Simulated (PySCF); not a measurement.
SbFBr2, SMILES [Br][Sb]([Br])[F]. Atoms are numbered in the order given.

```xyz
4

Sb     0.3713    -0.7817     0.0000
F     -1.3468    -1.6617     0.0000
Br    -0.0974     0.7831    -1.9051
Br    -0.0974     0.7831     1.9051
```
Charge 0, spin multiplicity 1.

Geometry: PBE0-D3(BJ)/def2-SVP. The def2 effective core potentials stand for the cores of Sb; spin–orbit coupling is left out.

Calculation: IEF-PCM-ωB97X/def2-SVP in PySCF.

The values are the electrostatic part of the solvation free energy, E(continuum) − E(gas) at the gas-phase geometry, in a cavity of scaled van der Waals radii (PySCF's table); cavitation and dispersion terms are not included. A continuum can't describe solvent molecules that bind to the metal. In vacuum the orbital gap is 10.30 eV. The dipole moment in vacuum is 3.11 D.

**Question.** Estimate the values in water (ε = 78.36), diethylether (ε = 4.24), toluene (ε = 2.37). (An estimate is asked for; the answer gives what the named calculation found.)

**Answer.** 
| solvent | ε | ΔG(elec) (kcal/mol) | dipole (D) | gap (eV) |
|---|---|---|---|---|
| water | 78.36 | -6.3 | 4.25 | 10.45 |
| diethylether | 4.24 | -4.1 | 3.83 | 10.40 |
| toluene | 2.37 | -2.8 | 3.58 | 10.36 |
